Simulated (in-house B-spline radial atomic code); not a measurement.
A run on Rb that did not converge. Method: scalar-relativistic (X2C) OLYP, spin-polarised, spherical fractional occupations, Fermi nucleus of rms radius 4.2036 fm; computed with a B-spline radial code for spherical atoms.

Command:
```bash
python run_scf.py task.json out
```
Settings (nuclear radius in fm, mass in u):
```
Z                37
configuration    [Ar] 3d10 4s2 4p5.875 5s1 5d0.125
hamiltonian      x2c
method           optx,lyp
spin_polarised   True
nucleus          fermi
rms_radius       4.2036
atomic_mass      84.91179
speed_of_light   137.035999084
```

First and last ten iterations of the last attempt (damped for 15 steps, keeping 80 % of the old Fock matrix, then DIIS):
```
 iter        energy (Eh)    residual
    1       -2981.240995    3.98e-01
    2       -2981.514019    1.27e-01
    3       -2981.692624    7.72e-02
    4       -2981.761111    4.65e-02
    5       -2981.786913    2.82e-02
    6       -2981.796557    1.90e-02
    7       -2981.800167    1.35e-02
    8       -2981.801535    9.75e-03
    9       -2981.802068    7.11e-03
   10       -2981.802287    5.24e-03
  111       -2981.802578    1.22e-04
  112       -2981.802575    1.25e-04
  113       -2981.802568    1.33e-04
  114       -2981.802613    3.02e-05
  115       -2981.802579    1.13e-04
  116       -2981.802604    5.59e-05
  117       -2981.802594    7.49e-05
  118       -2981.802619    5.18e-05
  119       -2981.802612    4.03e-05
  120       -2981.802569    1.19e-04
 not converged after 120 iterations
```

The smallest residual met was 2.8e-05; the threshold is about 4e-07. No energy from this run should be used. Cost of the run: 2.7 s on 1 thread of Arm Neoverse V1, with other jobs on the host.
